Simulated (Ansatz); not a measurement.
`[OH][Cd][Cl]` + `O[SiH2][SiH](Cl)Cl` → `[Cl][Cd][Cl]` + `O[SiH2][SiH](O)Cl`  (redistribution)

Calculated with Ansatz (gas phase, PBE0-D4/def2-TZVP geometries, no zero-point term in ΔE). CCSD(T)/CBS adds triple-zeta CCSD(T) − MP2 to the extrapolated MP2 energy (def2 sets, frozen cores). Functionals use def2-TZVPP. B3LYP here is the variant with VWN-RPA as its local correlation; programs differ in this. Elements past krypton have def2 core potentials. For Cd outer-core shells are correlated without core-valence functions, which leaves a few kJ/mol of doubt a bond. Each species was taken in one conformer, which may not be the lowest.

| level | ΔE (kJ/mol) |
| --- | --- |
| r2SCAN-D4 | -108.9 |
| B3LYP-D4 | -111.4 |
| ωB97X-V | -114.6 |
| B2PLYP | -112.1 |
| B3LYP | -113.6 |
| CCSD(T)/def2-TZVPP | -112.0 |
| HF/def2-QZVPP | -145.7 |
| CCSD/CBS(def2) | -117.6 |

(1) What does CCSD(T)/CBS give? (An estimate is asked.)

Largest T1 diagnostic among the species: 0.015.

Answers

(1) Computed: -112.3 kJ/mol. The listed levels differ from it by 3.4, 0.9, -2.3, 0.2, -1.3, 0.3, -33.4, -5.3 kJ/mol.

In def2-TZVPP, CCSD(T) changes the Hartree–Fock value by +35.0 kJ/mol (the triples alone add +5.3 kJ/mol) and MP2 by +39.0 kJ/mol. From PBE to PBE0 (25 % exact exchange), in def2-TZVPP and without D4, ΔE moves by −13.8 kJ/mol.
